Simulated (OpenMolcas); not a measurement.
**Multiconfigurational calculation on Cs I**

Input:

```
&GATEWAY
Coord
1

Cs 0.0 0.0 0.0
Basis=ANO-R2
Group=XYZ
NoMove
AngMom=0.0 0.0 0.0
AMFI
&SEWARD
&RASSCF
FileOrb=start.orb
Symmetry=1
Spin=2
nActEl=1 0 0
Inactive=15 12
Ras2=1 3
CIRoot=1 1 1
SDav=1
CIMx=300
Iter=120 100
PrWF=0.3
OrbListing=Nothing
MaxOrb=0
Atom
>>> COPY $Project.JobIph JOB001
&RASSCF
FileOrb=start.orb
Symmetry=2
Spin=2
nActEl=1 0 0
Inactive=15 12
Ras2=1 3
CIRoot=3 3 1
SDav=3
CIMx=300
Iter=120 100
PrWF=0.3
OrbListing=Nothing
MaxOrb=0
Atom
>>> COPY $Project.JobIph JOB002
&RASSI
NrOfJobIphs=2 1 3
1
1 2 3
IphNames
JOB001
JOB002
EJob
SpinOrbit
DIPRint=1.0
SOCoupling=1000.0
Subsets=2
MEES
Property=10
'ANGMOM' 1 'ANGMOM' 2 'ANGMOM' 3 'MLTPL  1' 1 'MLTPL  1' 2 'MLTPL  1' 3
'AMFI' 1 'AMFI' 2 'AMFI' 3 'MLTPL  2' 6
SOProperty=3
'ANGMOM' 1 'ANGMOM' 2 'ANGMOM' 3
```

Launched by
```bash
OMP_NUM_THREADS=1 MOLCAS_MEM=2252 MOLCAS_PROJECT=a pymolcas a.inp > a.log  # once for each step of the input, in one work folder
```

A driver script runs the steps one by one and writes start.orb anew before each from the orbitals found so far.

Output, cut to the results:

```
--- SEWARD ---
Basis set label: CS.ANO-R...7S6P4D1F1G.

      Electronic valence basis set:
      ------------------
      Associated Effective Charge  55.000000 au
      Associated Actual Charge     55.000000 au
      Nuclear Model: Finite nucleus - Gaussian distribution
        Gaussian exponent, Xi/bohr**(-2):  1.79507E+08

      Shell  nPrim  nBasis  Cartesian Spherical Contaminant
         s      25       7        X
         p      18       6        X
         d      12       4                 X
         f       5       1                 X
         g       4       1                 X
                  Relativistic X2C integrals
                  Atomic mean-field integrals
--- RASSCF ---
Wave function specifications:
      -----------------------------

      Number of closed shell electrons          54
      Number of electrons in active shells       1
      Max number of holes in RAS1 space          0
      Max nr of electrons in RAS3 space          0
      Number of inactive orbitals               27
      Number of active orbitals                  4
      Number of secondary orbitals              30
      Spin quantum number                      0.5
      State symmetry                             1
Orbital specifications:
      -----------------------

      Symmetry species                           1   2
                                                ag  au
      Frozen orbitals                            0   0
      Inactive orbitals                         15  12
      Active orbitals                            1   3
      RAS1 orbitals                              0   0
      RAS2 orbitals                              1   3
      RAS3 orbitals                              0   0
      Secondary orbitals                        20  10
      Deleted orbitals                           0   0
      Number of basis functions                 36  25
      Number of CSFs                             1
      Number of root(s) required                 1
      Iter CI   SX   CI       RASSCF       Energy    max ROT     max BLB   max BLB  Level Ln srch  Step   QN
          iter iter root      energy       change     param      element    value   shift minimum  type update
 Nr of preliminary CI iterations:   1
 ###############################################################################
 ###############################################################################
 ###                                                                         ###
 ###                                                                         ###
 ###    WARNING: Problems in orbital optimization.                           ###
 ###                                                                         ###
 ###                                                                         ###
 ###############################################################################
 ###############################################################################
  Warning: In symmetry  2, orbital p=  13 has diagonal density matrix element D(p,p) close to zero. D(p,p)=  0.000000E+00
  Warning: In symmetry  2, orbital p=  14 has diagonal density matrix element D(p,p) close to zero. D(p,p)=  0.000000E+00
        ...
  Warning: In symmetry  2, orbital p=  13 has diagonal density matrix element D(p,p) close to zero. D(p,p)=  0.000000E+00
  Warning: In symmetry  2, orbital p=  14 has diagonal density matrix element D(p,p) close to zero. D(p,p)=  0.000000E+00
  Warning: In symmetry  2, orbital p=  15 has diagonal density matrix element D(p,p) close to zero. D(p,p)=  0.000000E+00
        4   1    2    1  -783.12866890   -1.00E-11  -7.38E-08   16  17 1  1.06E-07   0.50   0.00    SX    NO
      Convergence after  4 iterations
        5   1    2    1  -783.12866890    4.55E-12  -7.38E-08   16  17 1  4.64E-08   0.50   0.00    SX    NO
      Natural orbitals and occupation numbers for root  1
      sym 1:   1.000000
      sym 2:   0.000000   0.000000   0.000000
::    RASSCF root number  1 Total energy:  -7783.12866890
--- RASSCF ---
Wave function specifications:
      -----------------------------

      Number of closed shell electrons          54
      Number of electrons in active shells       1
      Max number of holes in RAS1 space          0
      Max nr of electrons in RAS3 space          0
      Number of inactive orbitals               27
      Number of active orbitals                  4
      Number of secondary orbitals              30
...
--- RASSI ---
SPIN-FREE ENERGIES:
  (Shifted by EMIN (a.u.) =      -7783.1286689010)

 SF State       Relative EMIN(au)   Rel lowest level(eV)    D:o, cm**(-1)      L_eff

     1             0.0000000000        0.0000000000              0.0000         0.0
     2             0.0806446059        2.1944515211          17699.4452         1.0
     3             0.0806446059        2.1944515211          17699.4452         1.0
     4             0.0806446059        2.1944515211          17699.4452         1.0
     Dipole printing threshold changed to   1.00000000E+00

++ Dipole transition strengths (spin-free states):
   -----------------------------------------------
     for osc. strength at least  1.00000000E+00

  ( Max oscillator strength is only   0.51736219590652255      )
--
Eigenvalues of complex Hamiltonian:
   -----------------------------------
  (Shifted by EMIN (a.u.) =      -7783.1286689010)

 SO State       Relative EMIN(au)   Rel lowest level(eV)    D:o, cm**(-1)     J-value

     1             0.0000000000        0.0000000000              0.0000         0.4
     2             0.0000000000        0.0000000000              0.0000         0.4
     3             0.0777779166        2.1164449311          17070.2796         0.4
     4             0.0777779166        2.1164449311          17070.2796         0.4
     5             0.0820779506        2.2334548160          18014.0280         1.4
     6             0.0820779506        2.2334548160          18014.0280         1.4
     7             0.0820779506        2.2334548160          18014.0280         0.8
     8             0.0820779506        2.2334548160          18014.0280         0.8
Weights of the five most important spin-orbit-free states for each spin-orbit state.

 SO State  Total energy (au)           Spin-free states, spin, and weights
 -------------------------------------------------------------------------------------------------------
...
```

The J values that RASSI prints are effective ones from its own formula and need not be integers or half-integers; the table below assigns J from the states.

Levels above the lowest, from the spin-orbit matrix, grouped by J:

| Configuration | Term | J | E (cm⁻¹) | Measured (cm⁻¹) | g | Term weight % |
| --- | --- | --- | --- | --- | --- | --- |
| 6s | ²S | 1/2 | 0.0 | 0.0 | 2.002 | 100 |
| 6p | ²P° | 1/2 | 17070 | 11178 | 0.666 | 100 |
| 6p | ²P° | 3/2 | 18014 | 11732 | 1.334 | 100 |

Against the 2 measured excited levels shown (NIST Handbook of Basic Atomic Spectroscopic Data) the mean absolute deviation is 6100 cm-1; the largest miss in energy is 6p ²P°_3/2: computed 18014, measured 11732 cm⁻¹ (+53.5 %).

ANO sets are built for ground and valence states and can reach diffuse excited orbitals poorly. With one active electron the reference holds no correlation, so core polarisation is missing. The ANO-R sets hold no well-fitted valence p shell for this element, so s → p excitations can come out far too high. Measured partners are found by configuration, term and J. A level has none where our copy of the source lacks it or the pairing is in doubt (some pairs that miss far off the trend of their configuration count as doubtful), and it then counts in no deviation. Levels of configurations outside the active space are missing.

The RASSCF and RASSI steps took 9.6 s on 1 thread of Intel(R) Xeon(R) Platinum 8488C (Sapphire Rapids), on a shared host; the integral step is not counted.

The term weight is that of the spin-free term in the level, not the purity of its configuration. ° marks odd parity.
